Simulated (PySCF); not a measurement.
# Worked example: oscillator strength and radiative lifetime

Al(Cl)(NCO)(OH) (CHAlClNO2), SMILES [N]([Al]([OH])[Cl])=C=O.

Coordinates come from a PBE0-D3(BJ)/def2-SVP optimisation. The values are those of a single conformer.

PySCF with TDA-ωB97X/def2-SVPD puts the first singlet state with f over 0.02 at 7.37 eV (vertical), with the transition dipole (0.011, 0.424, 0.000) in atomic units.

Task: Find the oscillator strength, the wavelength and the radiative lifetime that this transition would have in vacuum if emission retraced absorption.

Result: 
|μ|² = 0.1799 au, so |μ| = 1.08 D. ΔE = 7.37/27.211 = 0.2708 hartree. f = (2/3) ΔE |μ|² = 0.032 (the program prints 0.032).
λ = 1239.84/7.37 = 168 nm; ν = 59443 cm⁻¹.
Einstein's coefficient A = 0.6670 ν² f s⁻¹ (ν in cm⁻¹) = 7.7e7 s⁻¹, so τ = 1/A = 13 ns. This state is S2; the lower singlet has f = 0.000. The figure is the radiative limit of this one transition; relaxation, internal conversion, crossing to triplets and a medium change what is measured.
